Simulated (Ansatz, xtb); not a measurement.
Two isomers of CH11ClSi4

Structure a is `C[Si@H]([SiH3])[SiH2][SiH2]Cl`, a singlet and structure b is `C[SiH2][Si@@H]([SiH3])[SiH2]Cl`, a singlet. Both are isolated molecules in the gas phase, relaxed with r2SCAN-D4/def2-SVP; the shapes shown needn't be the lowest conformers.

a (Å):

```xyz
17

C    -0.7291    1.9851   -0.1323
Cl    1.9513    1.5898    2.6505
Si   -0.5745    0.1032   -0.1985
Si   -1.5532   -0.9003    1.6872
Si    1.6911   -0.5321   -0.2300
Si    2.5530   -0.2846    1.9361
H    -0.2726    2.4452   -1.0231
H    -0.2167    2.3773    0.7594
H    -1.7870    2.2895   -0.0915
H    -1.2312   -0.4380   -1.4339
H    -1.3201   -2.3782    1.6798
H    -0.9335   -0.3283    2.9232
H    -3.0277   -0.6492    1.7340
H     1.8501   -1.9680   -0.6297
H     2.4920    0.3161   -1.1709
H     1.9956   -1.3166    2.8597
H     4.0424   -0.3338    2.0088
```

b (Å):

```xyz
17

C    -0.3193    0.1072    1.7532
Cl    0.3886   -1.4799   -1.7166
Si   -2.1782   -0.0234    1.4849
Si   -2.6698    0.0689   -0.8137
Si   -1.7103    1.9816   -1.7807
Si   -1.6800   -1.7742   -1.8661
H     0.2131   -0.6823    1.2009
H     0.0603    1.0784    1.3985
H    -0.0731    0.0136    2.8230
H    -2.8970    1.0941    2.1758
H    -2.7051   -1.3141    2.0328
H    -4.1481    0.0398   -1.0694
H    -0.2641    2.0474   -1.4111
H    -1.8266    1.9424   -3.2709
H    -2.3907    3.2139   -1.2752
H    -1.9984   -3.0783   -1.2130
H    -2.0153   -1.8712   -3.3174
```

Q: Estimate E(b) − E(a) at the level CCSD(T)/def2-SVP + ΔMP2/def2-TZVPP.

A: Calculated at CCSD(T)/def2-SVP + ΔMP2/def2-TZVPP: E(b) − E(a) = −2.0 kcal/mol, so structure b lies lower.

The same difference at several levels:

```csv
level,geometry,E(b) − E(a) (kcal/mol),departure from the last row (kcal/mol),"job, with rough time for the two"
GFN2-xTB,GFN2-xTB,−0.3,+1.7,"optimisation, 0.4 s"
HF/STO-3G,GFN2-xTB,−0.4,+1.6,"single point, 0.48 s"
r2SCAN-D4/def2-SVP//GFN2-xTB,GFN2-xTB,−2.4,−0.4,"single point, 3.1 s"
r2SCAN-D4/def2-SVP,r2SCAN-D4/def2-SVP,−2.3,−0.2,"optimisation, 60 s"
HF/def2-SVP,r2SCAN-D4/def2-SVP,−2.6,−0.6,part of the CCSD(T) run
MP2/def2-SVP,r2SCAN-D4/def2-SVP,−2.7,−0.6,part of the CCSD(T) run
CCSD(T)/def2-SVP,r2SCAN-D4/def2-SVP,−2.3,−0.3,single point
CCSD(T)/def2-SVP + ΔMP2/def2-TZVPP,r2SCAN-D4/def2-SVP,−2.0,,"single point, 46 s"
```

As drawn, both hold the same kinds of bond in the same numbers.

GFN2-xTB, HF/STO-3G find them nearly level. The largest departure from CCSD(T)/def2-SVP + ΔMP2/def2-TZVPP is that of GFN2-xTB, 1.7 kcal/mol. The last row adds to CCSD(T) the change of the MP2 difference between the two basis sets, here +0.3 kcal/mol.

With thermal terms from frequencies at re-optimised GFN2-xTB minima (ideal gas, soft modes damped towards free rotors, one conformer each, 298.15 K, 1 atm): on the last row, ΔE + ΔZPE = −2.0, ΔH = −2.0, ΔG = −2.2 kcal/mol.

The correlated steps freeze 26 core orbitals. Programs: Ansatz 0.2.0, xtb 6.7.1; the last row on 4 threads of Intel(R) Xeon(R) Platinum 8375C CPU @ 2.90GHz (Ice Lake) on a shared host.
